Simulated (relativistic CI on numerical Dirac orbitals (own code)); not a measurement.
## What each ingredient does to the levels of Zn XVI

Base calculation: Dirac-Coulomb-Breit CI, orbitals from a KLI potential per configuration, model QED, unscaled Slater integrals.

CI space (outside the closed core [Ne]): 3s²3p³, 3s3p⁴, 3s²3p²3d, 3p⁵, 3s3p³3d, 3p⁴3d, 3s3p²3d², 3s²3p²4s, 3s²3p3d4p, 3p⁴4s, 3s²3p²4p, 3p⁴4p, 3s3p²3d4s, 3s²3p3d², 3s²3d³, 3s3p3d³, 3s²3d²4s, 3s²3d²4p, 3p³3d², 3p²3d³, 3p²3d²4s, 3p²3d²4p, 3s²3p3d4s, 3s3p3d²4s, 3s²3d4s², 3s²3d4s4p. Double excitations out of closed p, d and f shells are left out; levels of such configurations are missing from the list, as are those of other unlisted configurations, and high levels can miss mixing partners.

Variants: (1) P86 correlation estimate; (2) QED terms removed; (3) configuration mixing switched off. Shifts of the energy above 3s²3p³ ⁴S°3/2, in cm⁻¹, for the lowest level and the first level of each name with at least 55 % of one term (blank where a level changes its place among those of its configuration and J or its character, or is not in the variant):

| Level | Base | Δ(1) | Δ(2) | Δ(3) |
| --- | --- | --- | --- | --- |
| 3s²3p³ ⁴S°3/2 | 0 | 0 | 0 | 0 |
| 3s²3p³ ²D°3/2 | 53777 | +5 | +7 | +2985 |
| 3s²3p³ ²D°5/2 | 66017 | +3 | -31 | +2375 |
| 3s²3p³ ²P°1/2 | 101554 | +23 | -15 | +8443 |
| 3s²3p³ ²P°3/2 | 120383 | +23 | -81 | +7787 |
| 3s3p⁴ ⁴P5/2 | 359662 | +1241 | +973 | +19457 |
| 3s3p⁴ ⁴P3/2 | 380471 | +1240 | +917 | +20789 |
| 3s3p⁴ ⁴P1/2 | 388242 | +1241 | +906 | +21302 |
| 3s3p⁴ ²D3/2 | 449690 | +1223 | +819 | +58092 |
| 3s3p⁴ ²D5/2 | 455893 | +1226 | +810 | +56026 |
| 3s²3p²3d ⁴F3/2 | 548762 | +1043 | +87 |  |
| 3s²3p²3d ⁴F5/2 | 557133 | +1041 | +56 | -9443 |
| 3s²3p²3d ⁴F7/2 | 570013 | +1041 | +16 | -9035 |
| 3s²3p²3d ²F5/2 | 573931 | +1045 | +50 | -6151 |

At this charge energies of transitions that change n are usually good to better than 1 %, and those within a shell (Δn = 0) to a few per cent.

Ionisation energy from the two ground configurations alone: base 533.607 eV; P86 correlation estimate 535.134 eV. The NIST ASD value (semi-empirical) is 540 eV.

LS names give the leading component of a level, which can be under half, so a name can repeat, a term be missing and a line seem to break the LS rules.
